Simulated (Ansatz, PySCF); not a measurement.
This PySCF input computes a SVWN5/def2-TZVPD energy:

```python
from pyscf import gto, scf, dft

mol = gto.M(
    atom='''
    P     1.23783151   -0.01437663   -0.01218428
    P    -1.23783151    0.01437663    0.01218428
    O     0.01288731    1.10581896    0.00446246
    O    -0.01288731   -1.10581896   -0.00446246
    ''',
    basis='def2-tzvpd',
    charge=0,
    spin=0,
    verbose=4,
)

mf = dft.RKS(mol, xc='svwn').density_fit(auxbasis='def2-universal-jkfit')
mf.grids.level = 3
mf.conv_tol = 1e-9
mf.max_cycle = 100
mf.max_memory = 1500
mf.kernel()
if not mf.converged:
    mf = mf.newton()
    mf.kernel(mf.make_rdm1())
mf.analyze()
```

Write an input for the same energy in Ansatz (a program for electronic structure) and say what it gives.


Ansatz 0.2 input:
```yaml
crystal:
  periodic: [false, false, false]
  atoms:
    - {symbol: P, position_ang: [1.23783151, -0.01437663, -0.01218428]}
    - {symbol: P, position_ang: [-1.23783151, 0.01437663, 0.01218428]}
    - {symbol: O, position_ang: [0.01288731, 1.10581896, 0.00446246]}
    - {symbol: O, position_ang: [-0.01288731, -1.10581896, -0.00446246]}
basis:
  gaussian:
    orbitals: def2-TZVPD
hamiltonian:
  xc: {name: SVWN5}
output: {forces: true}
```
It gives -829.72210 Eh, and PySCF -829.72216 Eh, a difference of 0.06 mEh, from the treatment of integrals and grids.
